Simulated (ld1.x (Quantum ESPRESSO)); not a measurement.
# Transferability test, RRKJ potential for Ga

gallium (Ga), norm-conserving RRKJ (Kleinman–Bylander form), made with ld1.x (Quantum ESPRESSO) 7.5 (LDA (PZ), scalar-relativistic). Core [Ne], reference 3s2 3p6 3d10 4s2 4p1. Waves: 3p (bound): rc 0.75 bohr; 3d (bound): rc 0.95 bohr; 3s (bound): rc 0.80 bohr. Local part: the s channel. Core correction: none. rho0 = 0.01.

Occupied shells without a wave of their own: 4p, 4s. They enter only through the test configuration that unscreens the potential.

Energies are relative to the spin-unpolarised reference configuration 3s2 3p6 3d10 4s2 4p1; without spin polarisation the order of configurations can differ from experiment. Spin-polarised rows fill each open shell by Hund’s rule, majority spin first.

| valence configuration | charge | ΔE all-electron (eV) | error AE − PS (meV) |
| --- | --- | --- | --- |
| 3s2 3p6 3d10 4s2 4p0 | +1 | 5.888 | -46 |
| 3s2 3p6 3d10 4s1 4p0 | +2 | 27.391 | -459 |
| 3s2 3p6 3d10 4s1 4p2 | 0 | 6.612 | -256 |
| 3s2 3p6 3d10 4s2 4p1.3 | -0.3 | -0.578 | +7.0 |
| 3s1 3p6 3d10 4s2 4p1 | +1 | 157.020 | -50 |
| 3s2 3p6 3d10 4s2 4p1 (spin-polarised) | 0 | -0.134 | +1.4 |
| 3s2 3p6 3d10 4s1 4p0 (spin-polarised) | +2 | 27.084 | -461 |

Q: What are ΔE and the potential's error for 3s2 3p6 3d9 4s0 4p0?

A: ΔE = 123.214 eV all-electron; the error (AE − PS) is -1485 meV.

Q: What are ΔE and the potential's error for 3s2 3p6 3d10 4s0 4p0?

A: ΔE = 58.991 eV all-electron; the error (AE − PS) is -1036 meV.

The 4p, 4s levels have no wave, so the channel is fitted at the deeper level alone: the likely source of the large errors.
